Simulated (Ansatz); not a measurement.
Basis-set extrapolation for `CCSB(O)O` (PBE0-D4/def2-TZVP geometry, frozen core, Ansatz). Multiplicity 1, RHF reference.

|  | def2-TZVPP | def2-QZVPP |
| --- | --- | --- |
| HF | -652.019339 | -652.042526 |
| MP2 correlation | -1.102337 | -1.186125 |
| CCSD(T) correlation | -1.191892 | not run |

Energies in hartree. Use E(X) = E(∞) + A·exp(−7.88·√X) for Hartree–Fock and E(X) = E(∞) + B·X^(−2.97) for correlation, with X = 3 and 4, and add CCSD(T) minus MP2 of the smaller set to the MP2 limit.

Question: What is the CCSD(T) energy at the basis-set limit?

Answer: HF limit: -652.042526 + (-0.023187) × 0.13774 = -652.04572. MP2 limit: -1.186125 + (-0.083788) × 0.74074 = -1.24819. Higher-order term: -1.191892 − (-1.102337) = -0.08956. Total: -653.38347 hartree, 452.2 kJ/mol below CCSD(T)/def2-TZVPP.
